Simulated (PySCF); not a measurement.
# Electron correlation in Cs(24+) (caesium, charge +24)

Starting occupation: [Ar] 3d10 4s2 4p1, 4p1/2 with m_j = +1/2. Calculation: PySCF 2.14, in an uncontracted even-tempered set (17 s from 1.8 bohr⁻², ratio 2.8; 13 p from 2.3 bohr⁻², ratio 2.8; 8 d from 4.2 bohr⁻², ratio 2.8; 4 f from 11 bohr⁻², ratio 3); X2C-1e with screened-nucleus spin-orbit coupling, Gaussian nucleus. Frozen: [Ne]; 21 electrons correlated; the 74 highest virtual spinors left out.

MP2 pair energies summed by pair of shells (mhartree):

```tsv
pair	energy	share (%)
3d3/2-3d5/2	-184.65	22.2
3d5/2-3d5/2	-130.53	15.7
3d5/2-3p3/2	-63.90	7.7
3d3/2-3d3/2	-55.64	6.7
3d5/2-4s1/2	-44.05	5.3
3d3/2-3p3/2	-43.28	5.2
4s1/2-4s1/2	-33.82	4.1
4p1/2-4s1/2	-29.08	3.5
3d5/2-3p1/2	-28.79	3.5
3d3/2-4s1/2	-28.26	3.4
3p3/2-3p3/2	-23.51	2.8
3d5/2-3s1/2	-22.11	2.7
3p1/2-3p3/2	-22.03	2.6
3d3/2-3p1/2	-18.70	2.2
3d5/2-4p1/2	-17.66	2.1
3d3/2-3s1/2	-14.75	1.8
3p3/2-4s1/2	-14.21	1.7
3d3/2-4p1/2	-11.44	1.4
3p3/2-3s1/2	-11.16	1.3
3p3/2-4p1/2	-7.02	0.8
3p1/2-4s1/2	-5.69	0.7
3p1/2-3s1/2	-5.44	0.7
3p1/2-3p1/2	-5.33	0.6
3s1/2-3s1/2	-3.42	0.4
3s1/2-4s1/2	-3.23	0.4
3p1/2-4p1/2	-2.44	0.3
3s1/2-4p1/2	-1.61	0.2
```

Total MP2 correlation energy: -831.76 mhartree.

At this charge the one-electron X2C treatment keeps the bare 1/r₁₂, with no two-electron picture change or Breit term. The effect here is smaller than on the frozen 1s shell.
